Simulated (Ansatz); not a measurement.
## Pulling the pair apart

The pair of K⁺ (SMILES [K+], atom 1) and CH5N (SMILES CN, atoms 2–8), both closed shells, in one local arrangement (a lower one may exist), relaxed at PBE0-D4/def2-TZVP:

K1  (0.055, -0.054, -2.933)
C2  (-0.463, 0.300, 0.614)
N3  (0.557, -0.358, -0.221)
H4  (-0.282, 0.192, 1.686)
H5  (-1.445, -0.121, 0.395)
H6  (-0.494, 1.367, 0.385)
H7  (0.604, -1.338, 0.042)
H8  (1.469, 0.012, 0.033)
(Å)

CH5N is shifted rigidly along the line between the mean atom positions of the two fragments (negative: closer). Counterpoise interaction energies in kJ/mol. Computed with Ansatz 0.2.0 (basis: def2-TZVPPD); correlated methods freeze the cores. The outer core shell of Li, Na, Mg and K is correlated. The def2 sets are not built for correlating such inner shells, so the correlated values are less sure here. B3LYP uses VWN-RPA correlation.

```csv
shift (Å),PBE-D4,wB97M-V,B3LYP-D4
-0.28,-74.7,-74.2,-74.4
-0.14,-82.8,-82.4,-82.9
0.00,-85.2,-84.6,-85.6
0.14,-84.4,-83.3,-85.0
0.33,-81.1,-78.1,-82.5
0.69,-72.7,-65.1,-76.7
1.39,-48.2,-43.0,-50.1
2.77,-21.7,-20.8,-22.2
```

**Question.** What does CCSD(T) give at these shifts? (Judge from chemistry; the value comes from the calculation.)

**Answer.** Computed: -67.8, -77.3, -80.6, -80.0, -75.6, -63.4, -42.1, -20.5 kJ/mol. For zero shift, CCSD(T) at an estimated basis limit (MP2 extrapolated from triple and quadruple zeta, plus CCSD(T) − MP2 in triple zeta) gives -85.3 kJ/mol. These are counterpoise interaction energies, counted from the two frozen fragments.

No T1 diagnostic of these runs exceeds 0.008.

For scale, one of the runs: CCSD(T)/def2-TZVPPD, 195 basis functions, launched by `ansatz run in.yaml --threads 2 --pin off --events-out ev --progress --plain --max-ram 5222MiB`. Hardware: 2 CPU threads of an AMD EPYC 9R45, shared host. Wall time 22 s; peak host memory 2.3 GiB.
